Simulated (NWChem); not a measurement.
System: SiHOF, singlet; SMILES O[Si]F

```xyz
4

Si     0.6214     0.0125     0.0000
F     -0.4211    -1.2591     0.0000
O     -0.4493     1.2760     0.0000
H     -1.3979     1.0886     0.0000
```
Atoms are numbered in this order, from 1.

Program: NWChem. Low-valent species are run as closed-shell singlets; no triplet was tried in these runs. All runs use the structure optimised with PBE0/def2-SVP. GIAO values for the isolated, static molecule; σ is the absolute isotropic shielding, δ = σ(reference) − σ with the isolated reference molecule computed at the same levels (19F: trichlorofluoromethane, 1H: tetramethylsilane, 17O: water, 29Si: tetramethylsilane).

Task: Estimate the computed values for PBE/pcSseg-1. Quantities: δ Si1 (ppm); δ F2 (ppm); δ O3 (ppm); δ H4 (ppm).

Result: 
```
Property     Result
-----------  ------
δ Si1 (ppm)    48.8
δ F2 (ppm)     32.3
δ O3 (ppm)    210.0
δ H4 (ppm)     5.70
```
